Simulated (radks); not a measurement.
The numbers below are computed, except where a source is named.
Question: Species: Cs IV. Configuration: [Kr] 4d10 5p4 6p2 (not the ground configuration). Level of theory: Dirac Kohn-Sham, PBE, spin-unpolarised, spherical densities, finite nucleus; open shells are shared between the two j in proportion to 2j + 1; Fermi nuclear charge, rms radius 4.8041 fm (a radial shooting solver on a logarithmic mesh with Libxc functionals). Some entries of the table are withheld. Estimate them.

orbital      occ.  eigenvalue (eV)  <1/r> (bohr^-1)  <r> (bohr)
1s1/2           2        -35814.62            59.40     0.02611
2s1/2           2        -5654.212            13.92      0.1117
2p1/2           2        -5322.192            13.90     0.09403
2p3/2           4        -4969.904            12.73     0.09992
3s1/2           2        -1211.317              (1)      0.2987
3p1/2           2              (2)            4.901      0.2887
3p3/2           4              (3)            4.612      0.3004
3d3/2           4        -761.2870            4.470      0.2713
3d5/2           6        -746.9500            4.396      0.2750
4s1/2           2        -264.5412            2.037      0.6937
4p1/2           2        -214.6796            1.932      0.7189
4p3/2           4        -200.8424            1.838      0.7459
4d3/2           4        -119.5634            1.611      0.8225
4d5/2           6        -117.2408            1.588      0.8322
5p1/2     1.33333              (4)           0.7425       1.772
5p3/2     2.66667              (5)           0.7141       1.832
6p1/2    0.666667         -19.5238           0.3421       3.789
6p3/2     1.33333         -18.9606           0.3334       3.880

Answer: 
(1) 3s1/2 <1/r> (bohr^-1): 4.990
(2) 3p1/2 eigenvalue (eV): -1072.593
(3) 3p3/2 eigenvalue (eV): -1005.065
(4) 5p1/2 eigenvalue (eV): -50.6549
(5) 5p3/2 eigenvalue (eV): -48.3282
